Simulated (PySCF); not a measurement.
Job file and geometry (Å, from GFN2-xTB) of an NMR shielding run on `InChI=1S/C6H11Si.Al.2FH/c1-2-7-4-6-3-5(1)6;;;/h3,5-6H,1-2,4,7H2;;2*1H/q;+2;;/p-2/t5-,6-;;;/m0.../s1`, GIAO PBE0/pcSseg-1 NMR shielding, non-relativistic, gas phase (PySCF 2.14.0, density-fitted response routines); density fitting, a coarse starting grid and PySCF grid level 2 are the driver's defaults:

```
$ OMP_NUM_THREADS=1 python probes_run.py task.json out

{"job": {"kind": "nmr", "xc": "PBE0", "basis": "pcSseg-1"}, "charge": 0, "multiplicity": 1}
F      3.631581     1.991976    -1.734643
Al     3.016836     0.797650    -0.777013
F      4.117291    -0.234679    -0.104373
C      1.117765     0.515595    -0.386850
C      0.665040    -0.916311    -0.157204
C     -0.647457    -1.452128    -0.690007
C     -1.692996    -0.385033    -1.008078
Si    -1.977185     0.790457     0.465086
C     -0.518516     0.528872     1.664720
C      0.733715     0.018945     0.997070
H      0.388381     1.172400    -0.849103
H      1.450760    -1.668125    -0.185018
H     -1.053306    -2.142225     0.056651
H     -0.441450    -2.038718    -1.591055
H     -2.621425    -0.886112    -1.282512
H     -1.380837     0.170545    -1.893318
H     -2.028315     2.182160    -0.004374
H     -3.225758     0.458361     1.161964
H     -0.289693     1.457228     2.192049
H     -0.807988    -0.191307     2.434379
H      1.554636    -0.152608     1.691158
```

Task: What does the program print?

Result: 
```
coarse grid: 18760 points
cycle   1  E = -966.0076282730  dE =  1.075e+00  |g| = 9.166e-01  |ddm| = 4.242e+00
cycle   2  E = -965.8421133234  dE =  1.655e-01  |g| = 1.400e+00  |ddm| = 1.471e+00
cycle   3  E = -966.1618618324  dE = -3.197e-01  |g| = 7.835e-02  |ddm| = 8.957e-01
cycle   4  E = -966.1628231495  dE = -9.613e-04  |g| = 4.391e-02  |ddm| = 9.653e-02
cycle   5  E = -966.1632503467  dE = -4.272e-04  |g| = 9.251e-03  |ddm| = 4.591e-02
cycle   6  E = -966.1632696999  dE = -1.935e-05  |g| = 2.231e-03  |ddm| = 1.480e-02
cycle   7  E = -966.1632709163  dE = -1.216e-06  |g| = 5.361e-04  |ddm| = 2.711e-03
final grid: 173368 points
cycle   8  E = -966.2357413145  dE = -6.959e-05  |g| = 9.315e-03  |ddm| = 4.384e-02
cycle   9  E = -966.2357234386  dE =  1.788e-05  |g| = 1.247e-02  |ddm| = 2.099e-02
cycle  10  E = -966.2357642052  dE = -4.077e-05  |g| = 8.432e-04  |ddm| = 1.302e-02
cycle  11  E = -966.2357643389  dE = -1.337e-07  |g| = 2.995e-04  |ddm| = 1.275e-03
cycle  12  E = -966.2357643554  dE = -1.652e-08  |g| = 8.530e-05  |ddm| = 2.631e-04
cycle  13  E = -966.2357643567  dE = -1.261e-09  |g| = 2.407e-05  |ddm| = 1.017e-04
cycle  14  E = -966.2357643568  dE = -1.039e-10  |g| = 5.974e-06  |ddm| = 2.503e-05
converged SCF energy = -966.2357643568

GIAO shielding tensors (ppm)
atom      isotropic    diamagn.    paramagn.     s11        s22        s33       span
  0 F      333.858     469.832    -135.973    248.053    314.041    439.481    191.429
  1 Al     457.848     793.792    -335.945    397.576    427.502    548.465    150.889
  2 F      348.892     470.572    -121.679    262.349    341.897    442.430    180.081
  3 C      189.646     254.265     -64.618    153.798    186.535    228.605     74.807
  4 C      168.356     251.025     -82.669    135.176    162.193    207.700     72.524
  5 C      164.637     243.735     -79.098    154.083    167.534    172.294     18.211
  6 C      184.234     251.626     -67.392    177.169    182.467    193.068     15.899
  7 Si     402.560     878.591    -476.031    378.835    395.510    433.334     54.499
  8 C      180.700     248.603     -67.903    168.162    176.068    197.868     29.706
  9 C      171.781     250.438     -78.657    142.912    161.562    210.870     67.958
 10 H       32.406      32.968      -0.562     24.613     31.788     40.817     16.204
 11 H       30.595      33.101      -2.505     22.289     29.079     40.418     18.128
 12 H       29.649      30.386      -0.737     25.105     27.570     36.271     11.165
 13 H       29.460      29.564      -0.104     23.501     27.798     37.081     13.580
 14 H       30.894      28.812       2.082     25.611     27.615     39.455     13.845
 15 H       31.163      31.039       0.124     26.896     28.803     37.789     10.893
 16 H       27.665      28.533      -0.868     24.498     24.878     33.618      9.120
 17 H       27.766      28.341      -0.575     23.920     25.155     34.223     10.303
 18 H       30.351      29.321       1.030     25.133     27.916     38.004     12.871
 19 H       30.304      29.987       0.317     25.114     27.318     38.479     13.365
 20 H       30.420      32.780      -2.360     21.759     29.127     40.374     18.615
```

Size and cost of the density-fitted run: 239 basis functions, 52 s wall time on 1 thread of an Arm Neoverse V1, shared host; peak memory 1.1 GiB.
